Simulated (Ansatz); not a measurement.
`C#Cc1ccc(C#Cc2ccc(C#Cc3ccc(C#Cc4ccc(C#Cc5ccc(C#Cc6ccc(C#Cc7ccccc7)cc6)cc5)cc4)cc3)cc2)cc1` with charge -1. Total charge -1; doublet. Geometry PBE-D4/def2-SVP, that of the neutral singlet; atoms count from 1.

```xyz
86

C   -14.366   -5.077  -18.858
C   -13.628   -4.826  -17.912
C   -12.769   -4.534  -16.811
C   -11.681   -5.390  -16.492
C   -10.842   -5.105  -15.417
C   -11.055   -3.952  -14.613
C   -10.201   -3.661  -13.517
C    -9.460   -3.408  -12.563
C    -8.608   -3.115  -11.467
C    -8.790   -1.932  -10.699
C    -7.955   -1.643   -9.624
C    -6.899   -2.525   -9.264
C    -6.050   -2.231   -8.166
C    -5.314   -1.973   -7.210
C    -4.470   -1.674   -6.109
C    -3.469   -2.592   -5.686
C    -2.644   -2.299   -4.604
C    -2.780   -1.074   -3.894
C    -1.941   -0.775   -2.790
C    -1.214   -0.513   -1.828
C    -0.381   -0.209   -0.720
C    -0.443    1.064   -0.090
C     0.372    1.363    0.998
C     1.285    0.400    1.510
C     2.112    0.704    2.622
C     2.829    0.969    3.592
C     3.650    1.275    4.708
C     4.495    0.287    5.284
C     5.297    0.587    6.382
C     5.293    1.889    6.954
C     6.108    2.194    8.074
C     6.816    2.460    9.050
C     7.628    2.765   10.173
C     8.440    1.767   10.778
C     9.235    2.067   11.881
C     9.257    3.378   12.430
C    10.068    3.684   13.555
C    10.771    3.949   14.532
C    11.583    4.254   15.660
C    12.369    3.247   16.280
C    13.164    3.553   17.390
C    13.193    4.860   17.904
C    12.419    5.865   17.300
C    11.620    5.571   16.190
C     8.447    4.376   11.822
C     7.651    4.077   10.720
C     4.449    2.877    6.377
C     3.645    2.577    5.280
C     1.348   -0.873    0.880
C     0.535   -1.170   -0.210
C    -3.780   -0.156   -4.318
C    -4.606   -0.450   -5.399
C    -6.717   -3.709  -10.031
C    -7.551   -3.996  -11.108
C   -12.145   -3.096  -14.934
C   -12.983   -3.382  -16.009
H   -15.018   -5.298  -19.692
H   -11.507   -6.284  -17.108
H   -10.002   -5.774  -15.178
H    -9.604   -1.242  -10.968
H    -8.106   -0.725   -9.037
H    -3.354   -3.542   -6.228
H    -1.874   -3.017   -4.285
H    -1.147    1.816   -0.476
H     0.315    2.351    1.477
H     4.506   -0.723    4.850
H     5.945   -0.185    6.820
H     8.431    0.749   10.364
H     9.857    1.287   12.342
H    12.343    2.226   15.875
H    13.769    2.763   17.860
H    13.820    5.096   18.778
H    12.438    6.891   17.699
H    11.012    6.354   15.714
H     8.456    5.395   12.237
H     7.029    4.857   10.259
H     4.437    3.887    6.810
H     2.996    3.349    4.842
H     2.050   -1.625    1.267
H     0.592   -2.158   -0.689
H    -3.894    0.794   -3.777
H    -5.377    0.267   -5.716
H    -5.903   -4.398   -9.763
H    -7.400   -4.914  -11.695
H   -12.319   -2.201  -14.319
H   -13.824   -2.714  -16.248
```

Single mean-field runs in def2-SVP are fitted with def2-universal-jkfit.

Problem. Estimate the Mulliken populations of the heavy atoms from the PBE0/def2-SVP orbitals of Ansatz.

Solution. 
```
atom  charge (e)  spin (α − β)
  C1       -0.44          0.04
  C2        0.32         -0.02
  C3       -0.08          0.06
  C4        0.01         -0.02
  C5        0.00          0.03
  C6       -0.06          0.00
  C7       -0.04          0.05
  C8       -0.02         -0.01
  C9       -0.08          0.06
 C10        0.00          0.00
 C11        0.00          0.02
 C12       -0.07          0.03
 C13       -0.04          0.03
 C14       -0.03          0.01
 C15       -0.08          0.05
 C16        0.00          0.01
 C17        0.00          0.01
 C18       -0.07          0.04
 C19       -0.03          0.03
 C20       -0.03          0.02
 C21       -0.08          0.04
 C22        0.00          0.01
 C23        0.00          0.01
 C24       -0.08          0.05
 C25       -0.03          0.02
 C26       -0.04          0.03
 C27       -0.07          0.03
 C28        0.00          0.02
 C29        0.00          0.00
 C30       -0.08          0.05
 C31       -0.02          0.00
 C32       -0.04          0.04
 C33       -0.07          0.01
 C34        0.00          0.03
 C35        0.00         -0.01
 C36       -0.08          0.06
 C37       -0.01         -0.02
 C38       -0.05          0.05
 C39       -0.07         -0.01
 C40        0.00          0.02
 C41       -0.03         -0.02
 C42       -0.03          0.03
 C43       -0.03         -0.02
 C44        0.00          0.02
 C45        0.00         -0.01
 C46        0.00          0.03
 C47        0.00          0.00
 C48        0.00          0.02
 C49        0.00          0.01
 C50        0.00          0.01
 C51        0.00          0.01
 C52        0.00          0.01
 C53        0.00          0.02
 C54        0.00          0.00
 C55        0.00          0.03
 C56        0.01         -0.02
```
Mulliken values depend strongly on the basis.

Problem. Where does the spin sit?

Solution. Summed by element: C 1.02, H -0.02, of 1 unpaired in all. Largest on single atoms: C9 0.06, C36 0.06, C3 0.06.

Problem. And the Mayer bond orders between heavy atoms (over 0.3, the first 40 of 62)?

Solution. C1–C2 2.48 (1.23 Å); C2–C3 1.02 (1.43 Å); C3–C4 1.32 (1.42 Å); C3–C56 1.32 (1.42 Å); C4–C5 1.42 (1.39 Å); C5–C6 1.31 (1.42 Å); C6–C7 1.06 (1.42 Å); C6–C55 1.31 (1.42 Å); C7–C8 2.52 (1.23 Å); C8–C9 1.07 (1.42 Å); C9–C10 1.29 (1.42 Å); C9–C54 1.29 (1.42 Å); C10–C11 1.44 (1.39 Å); C11–C12 1.29 (1.42 Å); C12–C13 1.07 (1.42 Å); C12–C53 1.29 (1.42 Å); C13–C14 2.50 (1.23 Å); C14–C15 1.08 (1.42 Å); C15–C16 1.29 (1.42 Å); C15–C52 1.29 (1.42 Å); C16–C17 1.44 (1.39 Å); C17–C18 1.29 (1.42 Å); C18–C19 1.08 (1.42 Å); C18–C51 1.29 (1.42 Å); C19–C20 2.49 (1.23 Å); C20–C21 1.08 (1.42 Å); C21–C22 1.29 (1.42 Å); C21–C50 1.29 (1.42 Å); C22–C23 1.44 (1.39 Å); C23–C24 1.29 (1.42 Å); C24–C25 1.08 (1.42 Å); C24–C49 1.29 (1.42 Å); C25–C26 2.50 (1.23 Å); C26–C27 1.08 (1.42 Å); C27–C28 1.29 (1.42 Å); C27–C48 1.29 (1.42 Å); C28–C29 1.44 (1.39 Å); C29–C30 1.29 (1.42 Å); C30–C31 1.07 (1.42 Å); C30–C47 1.29 (1.42 Å).
